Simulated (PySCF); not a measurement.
A geometry optimisation on `[CH3][Al@H-]1[Cl+][Al@@H-]([F])[Cl+]1`.

Method: PBE0-D3(BJ)/def2-SVP geometry optimisation, gas phase (PySCF 2.14.0). Start geometry: GFN2-xTB. The input is one job of a driver script: a line of settings, then coordinates in Å.

Command:
```bash
OMP_NUM_THREADS=1 python probes_run.py task.json out
```

Input:
```
{"job": {"xc": "PBE0", "basis": "def2-SVP", "d3": "d3bj", "grid": 1, "shake": 0.01, "kind": "geom"}, "charge": 0, "multiplicity": 1}
C     -2.045260     0.464530    -0.591400
Al    -0.624840    -0.672820     0.090280
Cl     0.650700     0.400650     1.534710
Al     2.426400     0.068260     0.236410
F      3.147060     1.455110    -0.211130
Cl     1.087560    -0.728600    -1.323320
H     -2.269260     1.363190     0.029540
H     -2.981100    -0.077710    -0.642390
H     -1.900700     0.879840    -1.589720
H     -0.651860    -2.103790     0.667780
H      3.199420    -1.074480     0.823490
```

Output:
```
step   0  E = -1545.23737916  max force = 0.030886
step   1  E = -1545.24974283  max force = 0.007768
step   2  E = -1545.25014986  max force = 0.002654
step   3  E = -1545.25030059  max force = 0.001452
step   4  E = -1545.25033185  max force = 0.001287
step   5  E = -1545.25038132  max force = 0.000896
step   6  E = -1545.25040848  max force = 0.001049
step   7  E = -1545.25047401  max force = 0.001242
step   8  E = -1545.25053912  max force = 0.001155
step   9  E = -1545.25059748  max force = 0.001215
step  10  E = -1545.25064362  max force = 0.001164
step  11  E = -1545.25071426  max force = 0.001639
step  12  E = -1545.25052849  max force = 0.008005
step  13  E = -1545.25114924  max force = 0.003132
step  14  E = -1545.25136414  max force = 0.002899
step  15  E = -1545.25149693  max force = 0.001617
step  16  E = -1545.25159844  max force = 0.001100
step  17  E = -1545.25169398  max force = 0.002096
step  18  E = -1545.25176925  max force = 0.001295
step  19  E = -1545.25181800  max force = 0.000666
step  20  E = -1545.25181881  max force = 0.000637
step  21  E = -1545.25181719  max force = 0.000302
optimisation converged
```

Energies in Eh; «max force» is the largest Cartesian gradient component in Eh/bohr.

Problem. How much energy does the optimisation release, in kcal/mol?

Solution. E(step 0) − E(last step) = 0.014438 Eh, which is 9.1 kcal/mol.

In short: final energy -1545.25182 Eh after 21 steps; dipole 1.82 D.

Problem. Where do the atoms end?

Solution. 0.484 Å rms from the input after alignment:
```
atom  x, y, z in Å
C1    -2.0645    0.3192   -0.0641
Al2   -0.5569   -0.7519    0.5144
Cl3    1.1167    0.6826    1.2972
Al4    2.3692    0.2393   -0.5540
F5     2.3134    1.5952   -1.5159
Cl6    0.7973   -1.2153   -1.3367
H7    -2.5305    0.8400    0.7888
H8    -2.8423   -0.3101   -0.5278
H9    -1.7625    1.0807   -0.8000
H10   -0.5149   -2.0363    1.4286
H11    3.7141   -0.4817   -0.2059
```

Problem. Estimate the wall time. Hardware: Arm Neoverse V2, one thread, no GPU, on a shared host. And the peak memory of the process?

Solution. About 2.1 min, with 0.52 GiB resident at the peak, the Python interpreter and its libraries included.
Labels such as C1 count atoms from 1, the log's own numbers from 0.
